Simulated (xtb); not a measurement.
AsF₂, doublet, geometry from GFN2-xTB. Base run: GFN0-xTB run with xtb.

Input for xtb:
```
$ xtb mol.xyz --gfn 0 --uhf 1 --json

# file mol.xyz
3

F     -1.22363536    -0.84799539     0.05148653
As    -0.02211217     0.42725140    -0.01934179
F      1.30471333    -0.71859307     0.01943336
```

Variants of this job, named by their change:

| change | ΔE vs base (kcal/mol) |
|---|---|
| base | 0.000 |
| acc = 0.0001 | 0.000 |
| etemp = 10000 | -32.66 |
| etemp = 5000 | -4.13 |
